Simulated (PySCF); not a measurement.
CH9AlO2Si2, singlet, at a GFN2-xTB geometry (such geometries of metal compounds can be far from the true shape); PBE0/def2-SVP in PySCF.

Here is a job for PySCF.
```python
from pyscf import gto, scf, dft

mol = gto.Mole()
mol.atom = '''
    Al    0.328227    0.517411    0.468922
    C     1.168480    1.860372    1.665972
    H     1.792393    1.382469    2.420049
    H     0.413247    2.460184    2.173924
    H     1.792076    2.553553    1.101008
    O    -0.785728    0.988621   -0.698016
    Si   -1.870818    1.391488   -1.842135
    H    -3.197806    1.074849   -1.309426
    H    -1.564414    0.618294   -3.046731
    H    -1.713334    2.830477   -2.071669
    O     0.708594   -1.115714    0.587127
    Si    1.042573   -2.706457    0.660993
    H    -0.195330   -3.400072    1.022183
    H     2.068555   -2.865527    1.695794
    H     1.539281   -3.116498   -0.653854
'''
mol.basis = 'def2-svp'
mol.charge = 0
mol.spin = 0
mol.verbose = 4
mol.build()

mf = dft.RKS(mol)
mf.xc = 'pbe0'
mf.grids.atom_grid = (99, 590)
mf.grids.prune = None
mf.kernel()
```

It wrote (shortened):

```
PySCF version 2.14.0

[INPUT] verbose = 4
[INPUT] num. atoms = 15
[INPUT] num. electrons = 72
[INPUT] charge = 0
[INPUT] spin (= nelec alpha-beta = 2S) = 0
[INPUT] symmetry False subgroup None
[INPUT] Mole.unit = angstrom
[INPUT] Symbol           X                Y                Z      unit          X                Y                Z       unit  Magmom
[INPUT]  1 Al     0.328227000000   0.517411000000   0.468922000000 AA    0.620259136688   0.977765083837   0.886134153783 Bohr   0.0
[INPUT]  2 C      1.168480000000   1.860372000000   1.665972000000 AA    2.208107182032   3.515593569809   3.148230811194 Bohr   0.0
[INPUT]  3 H      1.792393000000   1.382469000000   2.420049000000 AA    3.387131877588   2.612487785701   4.573229818028 Bohr   0.0
[INPUT]  4 H      0.413247000000   2.460184000000   2.173924000000 AA    0.780923651798   4.649073976037   4.108120975619 Bohr   0.0
[INPUT]  5 H      1.792076000000   2.553553000000   1.101008000000 AA    3.386532834406   4.825515814561   2.080603580955 Bohr   0.0
[INPUT]  6 O     -0.785728000000   0.988621000000  -0.698016000000 AA   -1.484810728402   1.868222930994  -1.319059070564 Bohr   0.0
[INPUT]  7 Si    -1.870818000000   1.391488000000  -1.842135000000 AA   -3.535333648907   2.629531225619  -3.481130634476 Bohr   0.0
[INPUT]  8 H     -3.197806000000   1.074849000000  -1.309426000000 AA   -6.042977539491   2.031170235263  -2.474456520385 Bohr   0.0
[INPUT]  9 H     -1.564414000000   0.618294000000  -3.046731000000 AA   -2.956314005435   1.168406324462  -5.757487165222 Bohr   0.0
[INPUT] 10 H     -1.713334000000   2.830477000000  -2.071669000000 AA   -3.237732019906   5.348826331881  -3.914887030752 Bohr   0.0
[INPUT] 11 O      0.708594000000  -1.115714000000   0.587127000000 AA    1.339048593510  -2.108393893343   1.109509230338 Bohr   0.0
[INPUT] 12 Si     1.042573000000  -2.706457000000   0.660993000000 AA    1.970177434866  -5.114462497912   1.249095740255 Bohr   0.0
[INPUT] 13 H     -0.195330000000  -3.400072000000   1.022183000000 AA   -0.369120203911  -6.425204883802   1.931645919186 Bohr   0.0
[INPUT] 14 H      2.068555000000  -2.865527000000   1.695794000000 AA    3.909002423600  -5.415061232547   3.204586223681 Bohr   0.0
[INPUT] 15 H      1.539281000000  -3.116498000000  -0.653854000000 AA    2.908819518747  -5.889327687755  -1.235604985451 Bohr   0.0

nuclear repulsion = 413.900130772263
number of shells = 69
number of NR pGTOs = 243
number of NR cGTOs = 141
basis = def2-svp
ecp = {}

******** <class 'pyscf.dft.rks.RKS'> ********
method = RKS
initial guess = minao
damping factor = 0
level_shift factor = 0
DIIS = <class 'pyscf.scf.diis.CDIIS'>
diis_start_cycle = 1
diis_space = 8
diis_damp = 0
SCF conv_tol = 1e-09
SCF conv_tol_grad = None
SCF max_cycles = 50
direct_scf = True
direct_scf_tol = 1e-13
XC library pyscf.dft.libxc version 7.1.2
    S. Lehtola, C. Steigemann, M. J. T. Oliveira, and M. A. L. Marques,  SoftwareX 7, 1–5 (2018)
XC functionals = pbe0
    C. Adamo and V. Barone,  J. Chem. Phys. 110, 6158 (1999)
    M. Ernzerhof and G. E. Scuseria,  J. Chem. Phys. 110, 5029 (1999)
radial grids:
    Treutler-Ahlrichs [JCP 102, 346 (1995); DOI:10.1063/1.469408] (M4) radial grids

becke partition: Becke, JCP 88, 2547 (1988); DOI:10.1063/1.454033
pruning grids: None
grids dens level: 3
symmetrized grids: False
atomic radii adjust function: <function treutler_atomic_radii_adjust>
User specified grid scheme (99, 590)
small_rho_cutoff = 0
Set gradient conv threshold to 3.16228e-05
Initial guess from minao.
tot grids = 876152
init E= -1014.63056556432
  HOMO = -0.365943273429611  LUMO = -0.0825853138548482  gap/eV = 7.71056
cycle= 1 E= -1014.34335333612  delta_E= 0.287  |g|= 1.11  |ddm|= 3.71
  HOMO = -0.132497332888191  LUMO = 0.031688467881597  gap/eV = 4.46772
cycle= 2 E= -1013.85244055692  delta_E= 0.491  |g|=  1.9  |ddm|= 2.41
  HOMO = -0.299904321085553  LUMO = -0.00740128713361221  gap/eV = 7.95941
cycle= 3 E= -1014.57940201218  delta_E= -0.727  |g|= 0.13  |ddm|= 1.71
  HOMO = -0.304723112491896  LUMO = -0.00402200337280201  gap/eV = 8.18249
cycle= 4 E= -1014.58244437806  delta_E= -0.00304  |g|= 0.0725  |ddm|= 0.185
  HOMO = -0.302942464205463  LUMO = -0.00200699455713238  gap/eV = 8.18887
cycle= 5 E= -1014.58386177609  delta_E= -0.00142  |g|= 0.00449  |ddm|= 0.0658
  HOMO = -0.303992991570461  LUMO = -0.00288101083729364  gap/eV = 8.19367
cycle= 6 E= -1014.58386876701  delta_E= -6.99e-06  |g|= 0.000782  |ddm|= 0.00886
  HOMO = -0.303884276117711  LUMO = -0.00279664620284814  gap/eV = 8.19301
cycle= 7 E= -1014.58386892794  delta_E= -1.61e-07  |g|= 0.000301  |ddm|= 0.00126
  HOMO = -0.303885853961689  LUMO = -0.00279621118549045  gap/eV = 8.19307
cycle= 8 E= -1014.58386894078  delta_E= -1.28e-08  |g|= 0.000183  |ddm|= 0.000349
  HOMO = -0.303887489594686  LUMO = -0.00279747607403769  gap/eV = 8.19308
cycle= 9 E= -1014.58386894721  delta_E= -6.43e-09  |g|= 1.98e-05  |ddm|= 0.00014
  HOMO = -0.303887455595552  LUMO = -0.002797460025596  gap/eV = 8.19308
cycle= 10 E= -1014.58386894731  delta_E= -9.85e-11  |g|= 4.49e-06  |ddm|= 2.89e-05
  HOMO = -0.303887321676688  LUMO = -0.00279734452214564  gap/eV = 8.19308
Extra cycle  E= -1014.58386894731  delta_E= -4.32e-12  |g|= 4.28e-06  |ddm|= 9.48e-06
converged SCF energy = -1014.58386894731
```
